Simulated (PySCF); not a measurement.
# Calculated NMR parameters of O=C(CO[SiH3])n1cccc1

* Formula: C6H9NO2Si
* SMILES: O=C(CO[SiH3])n1cccc1
* Point group of the computed structure: C1
* Degrees of unsaturation: 4
* Carbon signals: 4
* Proton signals: 4

Bonds (- single, = double, # triple, : aromatic): O1=C2, C2-C3, C3-O4, O4-Si5, C2-N6, N6:C7, C7:C8, C8:C9, C9:C10, C10:N6. C3 carries H11, H12; Si5 carries H13, H14, H15; C7 carries H16; C8 carries H17; C9 carries H18; C10 carries H19.

Computational details: shieldings: GIAO PBE0/pcSseg-1, geometry: GFN2-xTB, in PySCF 2.14 (single conformer, no relativistic terms, one averaged value for each set of equivalent atoms, no solvent model).

References, each an isolated molecule treated in the same way: ¹H (31.72 ppm) and ¹³C (186.93 ppm) and ²⁹Si (349.16 ppm) against TMS; ¹⁵N (267.73 ppm) vs NH3; H2O for ¹⁷O (336.08 ppm).

| carbon | δC, type | δH (multiplicity) | HMBC from (2–3 bonds) | span of the C tensor (ppm) |
| --- | --- | --- | --- | --- |
| C2 | 171.1, C | – | H16/H19, H11/H12 | 170 |
| C3 | 71.2, CH2 | 4.64 (s) | H13/H14/H15 | 54 |
| C7/C10 | 124.7, CH | 7.57 (m) | H16/H19, H17/H18 | 164 |
| C8/C9 | 119.1, CH | 6.51 (m) | H16/H19, H17/H18 | 179 |

Other nuclei:
```tsv
atoms	nucleus	environment	δ (ppm)	σ (ppm)
H13/H14/H15	¹H	hydrogen on a silicon bonded to O	5.01	26.71
Si5	²⁹Si	silicon bonded to O, 3 H	-34.2	383.3
N6	¹⁵N	pyrrole-type ring nitrogen	225.0	42.8
O1	¹⁷O	amide-type carbonyl oxygen	494.4	-158.3
O4	¹⁷O	oxygen bonded to C, Si	10.4	325.6
```

Carbon types of the structure: 1 × C, 4 × CH, 1 × CH2, leaving 3 H on heteroatoms. δC 171.1: amide carbonyl carbon; it is a carbonyl in resonance with an O or N lone pair, the region of acids, esters and amides. δC 124.7: aromatic CH next to a ring nitrogen. δC 119.1: aromatic CH. δC 71.2: sp3 CH2 bonded to O, α to a carbonyl; the inductive effect lowers its shielding. δH 7.57: hydrogen on an aromatic CH next to a ring nitrogen; ring-current deshielding.

Shifts are as computed. Against solution values, carbons near 30 ppm lie about +3 ppm off and those near 130 ppm about +5 ppm. Of 1309 compounds with measured shifts, 239 miss one by over three times the rms of a fit or turn the order of signals round; such compounds aren't used in these exercises. Unscaled 17O shifts of doubly bonded oxygen tend to come out too high, by tens of ppm or more. Experimental scales use liquid or dissolved standards, which lie at an offset from isolated NH3 (liquid NH3: subtract about 20 ppm) and H2O (liquid H2O: subtract about 36 ppm). Unscaled 15N shifts of sp2 nitrogen come out 20 to 40 ppm too high even then. Multiplicities follow the n + 1 count of equivalent neighbours, as no J values were calculated; m marks all less simple cases, F and P coupling included.
